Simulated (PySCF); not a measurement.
B3LYP has the VWN-RPA correlation part, as in Gaussian. Excitations are Tamm–Dancoff values on a coarser integration grid. The basis has no diffuse functions, so Rydberg states are missing or too high.

Cartesian coordinates (Å):
```xyz
7

C     -1.8559     0.1705    -0.7880
C     -0.7201    -0.1926    -0.7135
O      0.5122    -0.6442    -0.6885
C      1.4080    -0.0674     0.2029
O      1.1524     0.8101     0.9540
H     -2.8625     0.5015    -0.8449
H      2.3659    -0.5780     0.0684
```
Charge 0, spin multiplicity 1.

### Question
What T1 excitation (TDA), HOMO–LUMO gap, total energy, brightest of the four lowest singlets (TDA), S1–T1 gap (TDA), LUMO, HOMO and dipole moment does B3LYP-D3(BJ)/def2-TZVP (PySCF 2.14.0) give?

### Answer

```json
{
 "T1 excitation (TDA)": "4.80 eV",
 "HOMO–LUMO gap": "6.36 eV",
 "total_energy": "-265.9899 Ha",
 "brightest of the four lowest singlets (TDA)": "5.73 eV",
 "S1–T1 gap (TDA)": "0.67 eV",
 "LUMO": "-1.33 eV",
 "HOMO": "-7.69 eV",
 "dipole_moment": "1.42 D"
}
```
